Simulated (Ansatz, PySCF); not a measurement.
Stretching the C4–H6 bond in C2H5Al (SMILES C=[CH][AlH2]) (multiplicity 1 held, fragments rigid). Energies count from the point at 1.089 Å.
Geometry at that point (charge 0, multiplicity 1):
```tsv
atom	x (Å)	y (Å)	z (Å)
Al	-0.1364	0.1629	1.1626
H	-0.8151	1.5910	1.2176
H	0.1783	-0.6444	2.4857
C	0.2915	-0.5524	-0.5896
C	0.0180	0.1449	-1.6988
H	0.7594	-1.5259	-0.7301
H	0.2417	-0.2199	-2.6984
H	-0.4483	1.1257	-1.6579
```

Active spaces are followed from a long bond inwards. Curves can end on different states.

Cores are frozen in the correlated methods. Rows in 3-21G, 6-31G* carry no dispersion term and start afresh at each structure (6-31G* with six Cartesian d functions).

The values were computed with Ansatz (Gaussian orbitals); PySCF for 3-21G rows, 6-31G* rows. Values without a source in brackets are computed.

Task: What energy at R = 3.485 Å does R-HF/3-21G give?

Result: 810 kJ/mol

Task: Predict the energy at R = 3.485 Å from R-HF/6-31G*.

Result: 782 kJ/mol

Task: Predict the energy at R = 3.485 Å from FIC-MRCISD+Q on CASSCF(2,2)/cc-pV(T+d)Z.

Result: 456 kJ/mol

Doubts at one or more of the structures used: a restricted determinant that unrestricted orbitals would lower (R-HF/3-21G, R-HF/6-31G*).

Ansatz is an electronic-structure program.
